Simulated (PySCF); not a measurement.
Does the structure fit the spectrum?

A compound C$_{7}$H$_{7}$OP gives the data below (simulated from a calculation) and was assigned the structure `CC#CPc1ccco1`.

13C{1H} NMR (computed): δ 147.6 (CH), 146.0 (CH), 131.1 (C), 120.9 (CH), 100.2 (CH), 91.1 (C), 18.3 (CH3).

1H NMR (500 MHz, computed): δ 7.55 (m, 1H), 7.28 (m, 1H), 6.97 (m, 1H), 2.46 (m, 1H), 1.64 (m, 3H).

No solvent model, fast rotation and ring inversion assumed for equivalent nuclei, non-relativistic, one conformer. NMR shieldings at PBE0/pcSseg-1/GIAO; coordinates at the GFN2-xTB level; PySCF 2.14.0 with density-fitted response routines.

References, each an isolated molecule treated in the same way: 1H (σ = 31.72 ppm), 13C (σ = 186.93 ppm) vs TMS.

Problem. Compare with the shifts computed for the proposed structure, pairing carbons in order of shift.

Solution. Mapped SMILES: `[CH3:1][C:2]#[C:3][PH:4][c:5]1[cH:6][cH:7][cH:8][o:9]1`. Hydrogens are named by the atom that carries them.

```csv
atom,computed for proposal,given list,difference
C5,154.4,147.6,+6.8
C8,151.7,146.0,+5.7
C6,123.5,131.1,-7.6
C7,117.8,120.9,-3.1
C2,109.8,100.2,+9.6
C3,77.0,91.1,-14.1
C1,6.1,18.3,-12.2
```

The rms difference is 9.1 ppm and the largest -14.1 ppm at C3 (alkyne carbon). The carbon types in order of shift don't match either: C, CH, CH, CH, C, C, CH3 for the proposal against CH, CH, C, CH, CH, C, CH3 in the data. The proposal doesn't fit.

Problem. Which isomer fits?

Solution. SMILES C#CP(C)c1ccoc1.

δC 131.1: substituted aromatic carbon. δC 120.9: aromatic CH. δC 100.2: terminal alkyne carbon; sp carbons lie upfield of alkene carbons because the cylindrical π system leaves one tensor component strongly shielded. δC 91.1: alkyne carbon; the triple bond shields along its axis, which puts it between sp3 and sp2 carbons.

Other isomers checked: C#CP1(=O)C=CCC=C1 (rms 10.2 ppm).

The shifts were computed for this structure.

Splittings by 31P in the carbon and heteronuclear signals aren't shown, as no couplings were computed. Shifts are as computed. Against solution values, carbons near 30 ppm lie about +3 ppm off and those near 130 ppm about +5 ppm. Of 1211 compounds with measured shifts, 218 miss one by over three times the rms of a fit or turn the order of signals round; such compounds aren't used in these exercises. Multiplicities follow the n + 1 count of equivalent neighbours, as no J values were calculated; m marks all less simple cases, F and P coupling included.
